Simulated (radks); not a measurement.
The numbers below are computed, except where a source is named.
Q: The beryllium ion Be+, [He] 2s1. Level of theory: non-relativistic Kohn-Sham, r2SCAN, spin-polarised, spherical densities, point nucleus; meta-GGA in the generalised Kohn-Sham scheme (a radial shooting solver on a logarithmic mesh with Libxc functionals). Every spin shell is full or empty, so the densities are truly spherical. Functionals are evaluated on that one density, not self-consistently. Rank these orbital-free kinetic functionals by their error against the exact value of the orbitals, and give that value: Thomas-Fermi, von Weizsacker, TF + vW, LC94, APBEK, Perdew 92, Pearson, PG1, DePristo-Kress, Ernzerhof.

A: Exact: 14.2814 hartree. From best to worst, with 100 (|E| - |E exact|)/|E exact| (equal figures are ties): DePristo-Kress 0.00, APBEK +0.49, LC94 +0.54, Perdew 92 +0.77, Ernzerhof +3.58, Pearson -3.83, von Weizsacker -4.05, Thomas-Fermi -9.91, PG1 +49.62, TF + vW +86.05.
